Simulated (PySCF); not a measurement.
These compounds are isomers of formula C7H8OSi.

A. `C=C1C(=C)C([SiH3])=C1C=O`
B. `InChI=1S/C7H8OSi/c1-3-7-5-4-6(2)8-9-7/h1,5H,2,4,9H2`
C. `c1ccc2c(c1)CO[SiH2]2`

Spectrum 1. ¹H NMR (500 MHz, computed): δ 7.99 (d, 1H), 7.70 (m, 1H), 7.62 (m, 1H), 7.54 (d, 1H), 5.75 (s, 2H), 5.59 (s, 2H). ¹³C{¹H} NMR (computed): δ 156.1 (C), 138.2 (CH), 137.9 (C), 135.5 (CH), 132.2 (CH), 126.2 (CH), 78.1 (CH2).

Spectrum 2. ¹H NMR (500 MHz, computed): δ 7.55 (t, 1H), 5.26 (s, 2H), 4.61 (br s, 1H), 4.37 (br s, 1H), 3.06 (m, 2H), 2.98 (s, 1H). ¹³C{¹H} NMR (computed): δ 163.2 (CH), 159.3 (C), 125.5 (C), 97.0 (CH2), 92.1 (CH), 85.8 (C), 38.2 (CH2).

Spectrum 3. ¹H NMR (500 MHz, computed): δ 10.33 (s, 1H), 5.81 (m, 1H), 5.80 (m, 1H), 5.33 (m, 1H), 5.22 (m, 1H), 4.36 (s, 3H). ¹³C{¹H} NMR (computed): δ 191.1 (CH), 180.2 (C), 165.8 (C), 157.1 (C), 151.6 (C), 114.6 (CH2), 100.1 (CH2).

Theory: NMR shieldings at PBE0/pcSseg-1/GIAO, geometry from GFN2-xTB, in PySCF 2.14.0 with density-fitted response routines (non-relativistic Hamiltonian, equivalent nuclei averaged, a single conformation, isolated molecule).

References, each an isolated molecule treated in the same way: ¹H and ¹³C vs TMS. Where no couplings were computed, multiplicities follow the n + 1 count of equivalent neighbours, and m marks all less simple cases (inequivalent or close neighbours, rings, F or P nearby). Shifts are as computed. Against solution values, carbons near 30 ppm lie about +3 ppm off and those near 130 ppm about +5 ppm. Of 1309 compounds with measured shifts, 239 miss one by over three times the rms of a fit or turn the order of signals round; such compounds aren't used in these exercises.

**Question.** Which spectrum belongs to which compound?

**Answer.** 1–C, 2–B, 3–A.

- Spectrum 1 (C): 7 ¹³C signals; δC 138.2 is an aromatic CH; δC 135.5 is an aromatic CH.
- Spectrum 2 (B): 7 ¹³C signals; δC 163.2 is an alkene CH; δC 159.3 is an alkene carbon bearing oxygen.
- Spectrum 3 (A): 7 ¹³C signals; δC 191.1 is an aldehyde carbonyl carbon; δC 180.2 is a β carbon of a C=C–C=O unit.
